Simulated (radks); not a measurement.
The numbers below are computed, except where a source is named.
Q: The carbon ion C4+, [He]. Code: a radial shooting solver on a logarithmic mesh with Libxc functionals. Model: non-relativistic Kohn-Sham, exchange-only LDA, spin-polarised, spherical densities, point nucleus. Every spin shell is full or empty, so the densities are truly spherical. Functionals are evaluated on that one density, not self-consistently. Rank these exchange functionals by their error against the exact value of the orbitals, and give that value: LDA, B88, PBEsol, RPBE, PW91, PW86, OPTX, WC, AM05, SOGGA, G96, EV93, MS2, Tao-Mo, TASK.

A: Exact: -3.49162 hartree. From best to worst, with 100 (|E| - |E exact|)/|E exact| (equal figures are ties): PW86 +0.01, RPBE -0.09, TASK +0.16, G96 -0.17, MS2 +0.21, Tao-Mo +0.21, OPTX -0.40, B88 -0.59, PW91 -1.48, WC -3.77, EV93 +4.09, PBEsol -6.10, SOGGA -6.32, AM05 -10.87, LDA -14.09.
